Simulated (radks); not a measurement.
Problem. The mean radii <r> (bohr) of the occupied orbitals of an atom or ion are listed with their occupations. Calculated with a radial shooting solver on a logarithmic mesh with Libxc functionals: scalar-relativistic Kohn-Sham, PBE, spin-polarised, spherical densities, finite nucleus; Fermi nuclear charge, rms radius of each element as measured or else 0.836 A^(1/3) + 0.57 fm.

| orbital | occ. | <r> |
|---|---|---|
| 1s | 2 | 0.01966 |
| 2s | 2 | 0.08319 |
| 2p | 6 | 0.07398 |
| 3s | 2 | 0.2131 |
| 3p | 6 | 0.2116 |
| 3d | 10 | 0.1906 |
| 4s | 2 | 0.4258 |

Name the element and its charge. Open shells, if any, are filled with parallel spins first.

Solution. Z = 70, ytterbium, charge +40: Yb40+ in [Ar] 3d10 4s2. The 1s radius gives Z: for a bare nucleus <r> = (2 gamma + 1)/(2Z) with gamma = sqrt(1 - (Z/c)^2), 0.01942 bohr for Z = 70, and screening makes it slightly larger (0.01966 here). The occupations add up to 30, and the charge is Z minus that.
